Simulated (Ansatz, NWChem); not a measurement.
# A small benchmark: dipole moment

6 molecules without hydrogen; the dipole moment in D, computed less measured. Shapes, held fixed at every level: PBE0-D4/def2-TZVP; CS at the measured bond length. No vibrational averaging. Dipoles are compared by magnitude; molecules under 1 D, whose direction can flip, are left out. Programs: Ansatz 0.2.0, NWChem 7.3.0. A level may come from different programs for different species; with the same settings they agree closely. Measured values: NIST CCCBDB.

Levels: A = HF/def2-SVP; B = B3LYP/6-31G* (spherical functions); C = PBE0/def2-SVP.

```json
{"molecule": "BrF (bromine fluoride)", "measured": "1.42", "A": "+0.57", "B": "-0.08", "C": "+0.11"}
{"molecule": "CS (carbon monosulfide)", "measured": "1.98", "A": "-0.49", "B": "-0.41", "C": "-0.18"}
{"molecule": "SO2 (sulfur dioxide)", "measured": "1.63", "A": "+0.66", "B": "+0.08", "C": "+0.12"}
{"molecule": "SeO2 (selenium dioxide)", "measured": "2.62", "A": "+0.91", "B": "+0.08", "C": "+0.19"}
{"molecule": "SCl2O2 (sulfuryl chloride)", "measured": "1.81", "A": "+0.48", "B": "-0.33", "C": "-0.18"}
{"molecule": "SO2F2 (sulfuryl fluoride)", "measured": "1.12", "A": "+0.01", "B": "+0.06", "C": "-0.08"}
```

**Question.** Sum up the errors.

**Answer.** 
```tsv
level	kind	mean error	mean absolute error	worst case
HF/def2-SVP	Hartree–Fock	+0.357	0.520	SeO2
B3LYP/6-31G* (spherical functions)	global hybrid	-0.100	0.173	CS
PBE0/def2-SVP	global hybrid	-0.003	0.143	SeO2
```

On this set PBE0/def2-SVP has the smallest mean absolute error and HF/def2-SVP the largest. HF/def2-SVP is too high in 5 of 6. The levels differ in basis as well as in method. Relativity is left out for Br, Se. The set is small.
